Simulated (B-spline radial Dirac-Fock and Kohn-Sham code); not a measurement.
## K-line shifts caused by a second vacancy in Tc⁵⁺

System: technetium as Tc⁵⁺, [Kr] 4d2.

Model: Dirac-Fock ΔSCF + Breit + QED. Program: a radial finite-basis atomic code. Each two-hole energy is an average over J within one jj subconfiguration, not an observable level; in light atoms, where LS coupling holds, the j-resolved values are not observed lines, and for a K spectator the Kα1 hypersatellite is nearly forbidden. No correlation.

Lines without a spectator: Kα2 (K-L2) 18248.5 eV, Kα1 (K-L3) 18365.0 eV, Kβ3 (K-M2) 20595.0 eV, Kβ1 (K-M3) 20615.0 eV. Shifts in eV with one spectator hole (a dash: not computed, or left out as unreliable):

| spectator hole | Kα2 | Kα1 | Kβ3 | Kβ1 |
| --- | --- | --- | --- | --- |
| K (1s) | +480.3 | +491.3 | +610.0 | +612.2 |
| L2 (2p1/2) | +50.7 | +63.2 | – | +137.0 |
| L3 (2p3/2) | +52.2 | +51.5 | +125.1 | – |
| M2 (3p1/2) | – | +6.39 | +15.33 | +18.79 |
| M3 (3p3/2) | +5.02 | – | +16.55 | +15.98 |
| M4 (3d3/2) | +0.44 | -1.67 | – | – |
| M5 (3d5/2) | -1.97 | -0.50 | – | – |

With n spectator holes in 2p, averaged over the 2p shell (energies in eV):

| n | KαLⁿ | step | hypersatellite KαʰLⁿ |
| --- | --- | --- | --- |
| 0 | 18326.1 | – | 18813.8 |
| 1 | 18380.9 | +54.8 | 18869.9 |
| 2 | 18436.9 | +56.0 | 18927.3 |
| 3 | 18494.1 | +57.2 | 18985.9 |
| 4 | 18552.5 | +58.5 | 19045.7 |
| 5 | 18612.3 | +59.7 | 19106.8 |
